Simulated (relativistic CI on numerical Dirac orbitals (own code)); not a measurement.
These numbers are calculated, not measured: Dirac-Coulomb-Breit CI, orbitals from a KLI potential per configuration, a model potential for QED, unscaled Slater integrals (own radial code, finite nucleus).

Configuration list (outside the closed core 1s2): 2s, 2p, 3s, 3p, 3d, 4s, 4p, 4d, 4f, 5s, 5p, 5d, 5f, 5g, 6s, 6p, 6d. Levels of other configurations are missing.

At this charge energies of transitions that change n are usually good to better than 1 %, and those within a shell (Δn = 0) to a few per cent.

Outline of the computed level scheme of Lu LXIX. Lowest level of each configuration: 2s 2S_1/2 at 0.0 eV; 2p 2P°_1/2 at 181.2 eV; 3s 2S_1/2 at 10138.5 eV; 3p 2P°_1/2 at 10187.6 eV; 3d 2D_3/2 at 10571.3 eV; 4s 2S_1/2 at 13614.1 eV; 4p 2P°_1/2 at 13633.9 eV; 4d 2D_3/2 at 13794.9 eV; 4f 2F°_5/2 at 13840.1 eV.

Some strong electric-dipole decays among the lowest 15 levels: 3d 2D_5/2 → 2p 2P°_3/2 (1.5e+15 s⁻¹); 3d 2D_3/2 → 2p 2P°_1/2 (1.4e+15 s⁻¹); 3p 2P°_1/2 → 2s 2S_1/2 (6.1e+14 s⁻¹); 4d 2D_5/2 → 2p 2P°_3/2 (4.7e+14 s⁻¹); 4d 2D_3/2 → 2p 2P°_1/2 (4.7e+14 s⁻¹); 3p 2P°_3/2 → 2s 2S_1/2 (4.5e+14 s⁻¹); 4f 2F°_7/2 → 3d 2D_5/2 (3.1e+14 s⁻¹); 4f 2F°_5/2 → 3d 2D_3/2 (3.0e+14 s⁻¹).
